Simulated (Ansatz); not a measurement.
```xyz
13

C    -0.550   -1.291    1.194
Si    1.136   -0.782    0.580
Ga    1.306    1.729   -1.657
C    -0.720    1.602   -1.345
H    -0.619   -1.168    2.277
H    -1.327   -0.681    0.729
H    -0.747   -2.338    0.957
H     1.241   -0.927   -0.902
H     2.217   -1.596    1.197
H     1.413    0.655    0.882
H    -1.138    0.629   -1.626
H    -1.204    2.358   -1.976
H    -1.007    1.810   -0.309
```

Charge 0, multiplicity 1. The bonds changed during the relaxation, so this is another structure than the one it started from.

Question: List the ωB97M-V/def2-TZVPP orbital energies in eV (Ansatz). (Estimate.)

Answer: Computed: Occupied: -10152.77, -1807.03, -1256.25, -1110.39, -1110.39, -1110.30, -281.25, -280.25, -153.54, -148.12, -105.96, -105.95, -105.66, -102.23, -102.22, -102.21, -25.07, -25.07, -24.87, -24.84, -24.83, -22.62, -21.18, -17.60, -14.34, -14.27, -13.09, -12.99, -12.94, -11.96, -11.80, -11.45, -7.54. Lowest empty: 0.56, 0.87, 1.97, 2.82, 2.97, 3.14, 3.79, 4.02.
